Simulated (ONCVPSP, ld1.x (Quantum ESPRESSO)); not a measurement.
# Potentials for Al (Z = 13) compared

Generated with ld1.x 7.5 (TM, RRKJ, ultrasoft, PAW), atompaw 4.2 or ONCVPSP 4.0.1. The cutoff is in Ry: for ld1.x and atompaw files where the sum of valence levels is converged to 10 mRy in a Bessel basis, for ONCV files where the hardest occupied wave has 1 mHa per electron of residual kinetic energy. The error is the largest all-electron minus pseudo excitation energy over each file’s own four to seven test configurations (ionisations up to +4, promotions, holes and added fractions of an electron), all of which were solved. The labels leave out finer settings (local radius, basis sizes, second energies), which also bear on the numbers. Spin-polarised tests are not counted. The rows are a selection from randomly drawn settings: files with unsolved tests, undetermined cutoffs or missed reference levels are left out.

A true bound ghost makes a file unfit for plane-wave use even where its test errors are small: the radial tests pick states by their node count and pass the ghost by.

```csv
potential,cutoff (Ry),largest error (meV),bound ghosts
"ONCV, LDA (Perdew-Zunger), scalar-relativistic, rc 0.85/0.65/0.70 (spd), local smoothed, core correction yes, reference 2s2 2p6 3s1, qcut 11.2/16.8/13.4, projectors 2/2/3",266,-0.7,d
"PAW, PBE, non-relativistic, rc 1.85/2.55/2.05 (spd), local smoothed, core correction yes, reference 3s2 3p0.75",10,-19,s
"PAW, revPBE, non-relativistic, rc 1.75/3.05 (sp), local smoothed, core correction yes, reference 3s1.75 3p1.25",8,-14,none
"ONCV, PBEsol, non-relativistic, rc 1.50/1.50 (sp), local smoothed, core correction yes, reference 3s1.5, qcut 3.7/5.1, projectors 2/2",12,+16,p
"ONCV, LDA (Perdew-Zunger), scalar-relativistic, rc 1.75/1.50/1.50 (spd), local p, core correction yes, reference 3s2, qcut 3.8/6.4/6.5, projectors 2/0/2",12,+195,none
```

Task: Fill in the row for Al: ONCV, PBE, scalar-relativistic, rc 1.85/2.55 (sp), local smoothed, core correction yes, reference 3s2 3p0.5, qcut 4.3/2.6, projectors 2/1.

Result: cutoff 12 Ry, largest error -16 meV, bound ghosts: none.
